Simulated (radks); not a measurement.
Dipole-allowed excitations along the series with 47 electrons in [Kr] 4d10 5s1. All-electron calculation, scalar-relativistic Kohn-Sham, PBE, spin-polarised, spherical densities, finite nucleus; open shells are filled with parallel spins first (spin-orbit coupling, left out, can overturn this in heavy ions); Fermi nuclear charge, rms radius of each element as measured or else 0.836 A^(1/3) + 0.57 fm. Program: a radial shooting solver on a logarithmic mesh with Libxc functionals. Time-dependent linear response with the Hartree and adiabatic LDA kernel, continuum included through the Sternheimer equations, no spin-orbit coupling, so fine structure and intercombination lines are absent. Lines are the poles of the dipole polarisability below minus the highest occupied eigenvalue, found on a grid refined at the orbital gaps; the lowest seven at most are given, and weak or close lines can be missed. The first line takes the name of the lowest orbital gap if no other gap lies below it; otherwise a line is named after a gap within 0.6 % of it, if that gap stands alone.

| species | -e(HOMO) (eV) | lowest orbital gap (eV) | first line (eV) | f | strongest line (eV) | its f | static alpha (bohr^3) |
|---|---|---|---|---|---|---|---|
| La10+ | 162.50 | 5s-5p 21.385 | 22.453 (5s-5p) | 0.764 | 129.42 (unassigned) | 7.49 | 1.652 |
| Ce11+ | 185.77 | 5s-5p 23.267 | 24.402 (5s-5p) | 0.760 | 137.79 (unassigned) | 8.28 | 1.397 |
| Pr12+ | 210.32 | 5s-5p 25.201 | 26.403 (5s-5p) | 0.756 | 146.31 (unassigned) | 7.51 | 1.193 |
